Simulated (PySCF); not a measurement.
# Br²⁺: excitation energy

Br²⁺ [Ar] 3d10 4s2 4p3 (4S) → Br²⁺ [Ar] 3d10 4s1 4p3 4d1 (6D), as a difference of total energies. Computed with PySCF 2.14 in aug-cc-pVTZ-PP with one added diffuse shell each of s, d, f type with ECP10MDF (7s5p5d3f, 68 functions), with a scalar-relativistic core potential. Correlated levels: valence: 3s2 3p6 3d10 frozen. The calculations carry no spin-orbit coupling.

```csv
method,excitation energy (eV)
UHF,24.630
MP2 (valence),26.088
SCS-MP2 (valence),26.509
CCSD (valence),26.289
CCSD(T) (valence),26.346
```

**Question.** How much does correlation contribute at CCSD(T) (valence)?

**Answer.** 26.346 − (24.630) = 1.716 eV, measured against UHF.

The promoted electron is Rydberg-like, and one or two diffuse shells describe it only roughly, which tends to raise the upper state.
